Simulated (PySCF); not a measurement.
# Electron correlation in Gd²⁺ (gadolinium, charge +2)

[Xe] 4f7 6s1, 6s spin antiparallel (an excited configuration). Computed with PySCF 2.14 in ANO-RCC-VTZP, with the spin-free X2C one-electron Hamiltonian (Gaussian nucleus). Frozen: [Ar] 3d10; 34 electrons correlated.

MP2 pair energies summed by pair of shells (mhartree):

```tsv
pair	energy	share (%)
4d-4f	-232.21	20.4
4f-5p	-157.73	13.9
5p-5p	-129.38	11.4
4f-4f	-126.92	11.2
4d-4d	-123.03	10.8
4d-5p	-90.93	8.0
4p-4d	-52.49	4.6
4p-4f	-36.95	3.2
5s-5p	-35.84	3.1
4f-5s	-33.74	3.0
4d-5s	-26.17	2.3
5p-6s	-22.22	2.0
4p-4p	-12.24	1.1
4p-5p	-8.94	0.8
4f-6s	-8.72	0.8
4s-4d	-8.68	0.8
4s-4f	-7.84	0.7
5s-5s	-6.32	0.6
4s-4p	-5.94	0.5
4p-5s	-4.63	0.4
4d-6s	-3.09	0.3
5s-6s	-1.27	0.1
4s-5p	-1.02	0.1
4s-4s	-0.98	0.1
4s-5s	-0.41	0.0
4p-6s	-0.25	0.0
4s-6s	-0.02	0.0
```

Total MP2 correlation energy: -1137.9 mhartree.

Same-spin part -470.72 and opposite-spin part -667.20 mhartree; SCS-MP2 scales them by 1/3 and 6/5 to -957.55 mhartree.
